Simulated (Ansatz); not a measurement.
Z-matrix (Å, degrees):
```
C
H 1 1.1146
C 1 1.5401 2 108.76
H 3 1.1146 1 108.76 2 -60.83
C 3 1.5439 4 109.00 1 -121.79
H 5 1.1128 3 108.71 4 60.68
C 5 1.5368 6 109.78 3 120.92
H 7 1.1116 5 109.93 6 -58.56
H 7 1.1116 8 106.94 5 -119.44
C 7 1.5396 8 110.11 9 -119.68
H 10 1.1110 7 109.72 8 58.92
C 10 1.5384 11 109.67 7 119.98
H 12 1.1126 10 110.30 11 58.86
H 12 1.1126 13 106.79 10 119.86
C 12 1.5387 13 109.30 14 118.13
C 15 1.5363 12 111.62 13 -58.27
H 16 1.1126 15 109.36 12 -58.35
H 16 1.1126 17 106.85 15 -118.27
C 16 1.5336 17 110.16 18 -119.66
H 19 1.1127 16 109.73 17 58.81
C 10 1.5396 11 109.72 12 119.98
H 21 1.1116 10 110.11 11 -58.92
H 21 1.1116 22 106.94 10 -119.68
C 21 1.5368 22 109.93 23 -119.44
H 24 1.1128 21 109.78 22 58.56
C 1 1.5439 2 109.00 3 -121.79
H 26 1.1128 1 108.71 2 60.68
C 26 1.5368 27 109.78 1 120.92
H 28 1.1116 26 109.93 27 -58.56
H 28 1.1116 29 106.94 26 -119.44
C 28 1.5396 29 110.11 30 -119.68
H 31 1.1110 28 109.72 29 58.92
C 31 1.5384 32 109.67 28 119.98
H 33 1.1126 31 110.30 32 58.86
H 33 1.1126 34 106.79 31 119.86
C 33 1.5387 34 109.30 35 118.13
C 36 1.5363 33 111.62 34 -58.27
H 37 1.1126 36 109.36 33 58.35
H 37 1.1126 38 106.85 36 118.27
C 37 1.5336 38 110.16 39 119.66
H 40 1.1127 37 109.73 38 -58.81
C 31 1.5396 32 109.72 33 119.98
H 42 1.1116 31 110.11 32 -58.92
H 42 1.1116 43 106.94 31 -119.68
C 42 1.5368 43 109.93 44 -119.44
H 45 1.1128 42 109.78 43 58.56
C 45 1.5439 46 108.71 19 -117.81
H 47 1.1146 45 109.00 46 -60.68
C 47 1.5401 48 108.76 36 119.05
H 49 1.1146 47 108.76 48 60.83
```
Charge 0, spin multiplicity 1.

### Question
Estimate the dipole moment, HOMO and HOMO–LUMO gap that PBE-D3(BJ)/def2-SVP in Ansatz (a program for electronic structure) returns for this input.

### Answer

```
Property         Result
-------------  --------
dipole moment    0.00 D
HOMO           -5.80 eV
HOMO–LUMO gap   6.24 eV
```
